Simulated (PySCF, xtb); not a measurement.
InHI2, SMILES [I][InH][I].

Harmonic wavenumbers (cm⁻¹) from GFN2-xTB (xtb 6.7.1) at its own minimum, in rising order: 51, 199, 259, 300, 450, 1509.

**Question.** What does r2SCAN-D4/def2-SVP run with PySCF 2.14.0 give at its own minimum? (Estimate from the structure and the level; the computed values follow.)

**Answer.** 54, 187, 220, 342, 466, 1825. Paired by order, the mean absolute difference is 72 cm⁻¹ and the zero-point energies are 4.0 and 4.4 kcal/mol.
